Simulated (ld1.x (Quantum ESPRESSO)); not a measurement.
Reading a pseudo-wave (Rh)

Columns: radius, all-electron u(r) and pseudo u(r) of the 4d shell (level -7.77 eV) of rhodium in the configuration [Kr] 4d8 5s0 5p1; BP86, scalar-relativistic, PAW scheme, ld1.x (Quantum ESPRESSO) 7.5.

```tsv
r (bohr)	all-electron	pseudo
0.145	0.3041	-0.0034
0.290	0.3785	-0.0259
0.435	0.0755	-0.0809
0.580	-0.2875	-0.1724
0.725	-0.5687	-0.2931
0.870	-0.7424	-0.4273
1.015	-0.8254	-0.5543
1.160	-0.8448	-0.6549
1.305	-0.8248	-0.7161
1.450	-0.7825	-0.7340
1.595	-0.7291	-0.7144
1.740	-0.6714	-0.6695
1.885	-0.6134	-0.6137
2.030	-0.5575	-0.5575
2.175	-0.5048	-0.5048
2.320	-0.4559	-0.4559
2.465	-0.4109	-0.4109
2.610	-0.3700	-0.3700
2.755	-0.3328	-0.3328
2.900	-0.2992	-0.2992
3.045	-0.2688	-0.2688
3.190	-0.2415	-0.2415
3.335	-0.2169	-0.2169
3.480	-0.1949	-0.1949
3.625	-0.1750	-0.1750
3.770	-0.1572	-0.1572
```

(1) How many radial nodes do the two functions have?

(2) At about which radius was the pseudo-wave matched?

(3) Is the pseudo-wave norm-conserving?

Answers

(1) The all-electron 4d function has n − l − 1 = 1; the pseudo-wave has 0, since the states of the same l below it are removed with the core.

(2) 2.05 bohr. The columns agree to 0.0005 from 1.89 bohr on; several derivatives are matched, so the curves merge somewhat inside the radius.

(3) No, it belongs to a PAW set: the norm inside the radius is not constrained, and the difference is carried by the augmentation charge.
